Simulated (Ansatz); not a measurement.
Consider the hydrogenolysis of a Ge–O bond: `[OH][Ge]([OH])([OH])[OH]` + H₂ → `[OH][GeH]([OH])[OH]` + H₂O.

Calculated with Ansatz (gas phase, PBE0-D4/def2-TZVP geometries, no zero-point term in ΔE). CBS: MP2 limit from def2 TZ/QZ plus the TZ coupled-cluster correction, frozen cores. This one scheme is used for every species. Functionals use def2-TZVPP. B3LYP here is the variant with VWN-RPA as its local correlation; programs differ in this. HSE06 is defined as in plane-wave codes. For Ge outer-core shells are correlated without core-valence functions, which leaves a few kJ/mol of doubt a bond. Scalar relativity is left out up to krypton. Each species was taken in one conformer, which may not be the lowest.

```csv
level,ΔE (kcal/mol),difference from CCSD(T)/CBS
PBE-D4,6.0,-0.7
revPBE-D4,7.0,0.3
BLYP-D4,7.2,0.5
r2SCAN-D4,8.2,1.5
B97M-V,6.6,-0.1
PBE0-D4,5.8,-0.9
B3LYP-D4,6.8,0.1
r2SCANh-D4,7.9,1.2
r2SCAN0-D4,7.5,0.8
HSE06-D4,5.8,-0.9
BHLYP-D4,6.9,0.2
ωB97X-V,7.3,0.6
B2PLYP,7.0,0.3
PBE-QIDH,6.9,0.2
PBE,5.1,-1.6
revPBE,4.7,-2.0
BLYP,5.3,-1.4
r2SCAN,8.0,1.3
PBE0,5.0,-1.7
B3LYP,5.3,-1.4
r2SCANh,7.7,1.0
r2SCAN0,7.2,0.5
HSE06,5.1,-1.6
BHLYP,5.8,-0.9
CAM-B3LYP,6.0,-0.7
LC-ωPBE,5.8,-0.9
HF/def2-SVP,4.6,-2.1
MP2/def2-SVP,9.4,2.7
CCSD/def2-SVP,7.3,0.6
CCSD(T)/def2-SVP,7.9,1.2
HF/def2-TZVPP,6.0,-0.7
MP2/def2-TZVPP,8.8,2.1
SCS-MP2/def2-TZVPP,8.3,1.6
CCSD/def2-TZVPP,7.1,0.4
HF/def2-QZVPP,5.9,-0.8
MP2/def2-QZVPP,8.0,1.3
SCS-MP2/def2-QZVPP,7.6,0.9
HF/CBS(def2),5.9,-0.8
MP2/CBS(def2),7.6,0.9
CCSD/CBS(def2),6.0,-0.7
CCSD(T)/CBS,6.7,0
```

What do rigid-rotor, harmonic-oscillator terms from PBE0-D4/def2-TZVP frequencies (298.15 K, 1 bar) make of the CCSD(T)/CBS value? (An estimate is asked.)

The calculation gave: ΔZPE = +3.1 kcal/mol, ΔH = +9.4 kcal/mol, ΔS = 42 J/(mol·K), ΔG = +6.3 kcal/mol.

Largest T1 diagnostic among the species: 0.012.

From r2SCAN to r2SCAN0 (25 % exact exchange), in def2-TZVPP and without D4, ΔE moves by −0.8 kcal/mol. The D4 term adds +1.4 kcal/mol with B3LYP and +0.8 kcal/mol with PBE0; it sums over pairs of atoms, weighted by their polarisabilities, and B3LYP, whose exchange is more repulsive, gets the larger term.
